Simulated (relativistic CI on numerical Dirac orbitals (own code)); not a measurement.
**Charge states of zinc**

Calculated at this level of theory: Dirac-Coulomb-Breit CI, KLI orbitals optimised for each configuration, model QED (radiative potential, 1s self-energy scaled to tabulated hydrogen-like ionisation energies), valence Slater integrals scaled by 0.9 (own radial code, finite nucleus).

Each species is treated in one configuration, given outside its closed core. Radial values are for the open shell of highest l, unscaled and averaged over j; ζ includes the Breit term. Labels give the leading LS character, summed over repeated terms.

| Ion | Configuration | Its lowest level | LS weight (%) | Next level | E (cm⁻¹) | ⟨r⟩ (bohr) | ⟨r²⟩ (bohr²) | g_J | g√(J(J+1)) |
| --- | --- | --- | --- | --- | --- | --- | --- | --- | --- |
| Zn | 3d¹⁰4s² | ¹S0 | 100 |  |  |  |  |  | 0.00 |
| Zn+ | 3d¹⁰4s | ²S1/2 | 100 |  |  | 2.426 | 6.81 | 2.002 | 1.73 |
| Zn2+ | 3d¹⁰ | ¹S0 | 100 |  |  |  |  |  | 0.00 |
| Zn3+ | 3d⁹ | ²D5/2 | 100 | ²D3/2 | 2688.7 | 0.811 | 0.8312 | 1.200 | 3.55 |
| Zn4+ | 3d⁸ | ³F4 | 100 | ³F3 | 2416.1 | 0.7675 | 0.7317 | 1.249 | 5.59 |
| Zn5+ | 3d⁷ | ⁴F9/2 | 99 | ⁴F7/2 | 2098.6 | 0.7312 | 0.6555 | 1.332 | 6.63 |
| Zn6+ | 3d⁶ | ⁵D4 | 99 | ⁵D3 | 1545.1 | 0.7 | 0.5947 | 1.499 | 6.70 |
| Zn7+ | 3d⁵ | ⁶S5/2 | 100 | ⁴G11/2 | 49790 | 0.6727 | 0.5447 | 2.000 | 5.92 |
| Zn8+ | 3d⁴ | ⁵D0 | 99 | ⁵D1 | 494.84 | 0.6484 | 0.5025 |  | 0.00 |
| Zn9+ | 3d³ | ⁴F3/2 | 99 | ⁴F5/2 | 1578.9 | 0.6265 | 0.4665 | 0.401 | 0.78 |
| Zn10+ | 3d² | ³F2 | 99 | ³F3 | 3090.7 | 0.6065 | 0.4351 | 0.669 | 1.64 |
| Zn11+ | 3d | ²D3/2 | 100 | ²D5/2 | 5020.9 | 0.5882 | 0.4076 | 0.798 | 1.55 |
| Zn12+ | 3s²3p⁶ | ¹S0 | 100 |  |  |  |  |  | 0.00 |
| Zn13+ | 3s²3p⁵ | ²P°3/2 | 100 | ²P°1/2 | 34583 | 0.5967 | 0.4105 | 1.333 | 2.58 |
| Zn14+ | 3s²3p⁴ | ³P2 | 91 | ³P0 | 27242 | 0.5873 | 0.3974 | 1.455 | 3.56 |
| Zn15+ | 3s²3p³ | ⁴S°3/2 | 91 | ²D°3/2 | 50933 | 0.5782 | 0.385 | 1.935 | 3.75 |
| Zn16+ | 3s²3p² | ³P0 | 93 | ³P1 | 23052 | 0.5695 | 0.3734 |  | 0.00 |
| Zn17+ | 3s²3p | ²P°1/2 | 100 | ²P°3/2 | 40110 | 0.5611 | 0.3624 | 0.664 | 0.58 |
| Zn18+ | 3s² | ¹S0 | 100 |  |  |  |  |  | 0.00 |
| Zn19+ | 3s | ²S1/2 | 100 |  |  | 0.5572 | 0.3526 | 2.000 | 1.73 |
| Zn20+ | 2s²2p⁶ | ¹S0 | 100 |  |  |  |  |  | 0.00 |
| Zn21+ | 2s²2p⁵ | ²P°3/2 | 100 | ²P°1/2 | 196740 | 0.1906 | 0.04416 | 1.329 | 2.57 |
| Zn22+ | 2s²2p⁴ | ³P2 | 84 | ³P0 | 113760 | 0.1876 | 0.04272 | 1.416 | 3.47 |
| Zn23+ | 2s²2p³ | ⁴S°3/2 | 70 | ²D°3/2 | 179860 | 0.1848 | 0.04136 | 1.748 | 3.38 |

With one configuration, terms of near-neutral atoms and ions can be 10 to 25 % off, and close levels can change places.
